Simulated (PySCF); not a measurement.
# The second ionisation energy along the 4p block

Calculated with PySCF 2.14 from differences of total energies of unrestricted determinants, without spin-orbit coupling. Values in eV. The last column holds reference values (NIST; (s) semi-empirical, (t) theoretical, else measured). Unmarked ones compare directly (S terms, centres of terms, or small fine structure); those marked * lie between the lowest fine-structure levels and include a spin-orbit shift.

| element | configurations | UHF | MP2 (valence) | SCS-MP2 (valence) | CCSD (valence) | CCSD(T) (valence) | reference |
| --- | --- | --- | --- | --- | --- | --- | --- |
| Ge (x2c-TZVPall, spin-free X2C) | [Ar] 3d10 4s2 4p1 → [Ar] 3d10 4s2 | 15.199 | 15.437 | 15.426 | 15.512 | 15.532 | 15.789 |
| As (x2c-TZVPall, spin-free X2C) | [Ar] 3d10 4s2 4p2 → [Ar] 3d10 4s2 4p1 | 17.939 | 18.313 | 18.240 | 18.348 | 18.372 | 18.589 * |
| Se (x2c-TZVPall, spin-free X2C) | [Ar] 3d10 4s2 4p3 → [Ar] 3d10 4s2 4p2 | 20.850 | 21.352 | 21.203 | 21.318 | 21.347 | 21.196 ± 0.01 * |
| Kr (x2c-TZVPall, spin-free X2C) | [Ar] 3d10 4s2 4p5 → [Ar] 3d10 4s2 4p4 | 23.252 | 24.075 | 24.072 | 24.081 | 24.110 | 24.360 * |

"Valence" correlates the outer s and p shells and, in groups 3 to 12 and the f block, the outer d or f shell, open or full, or the next shell where the ion has no valence electron left; the wider scheme adds the next inner shell.
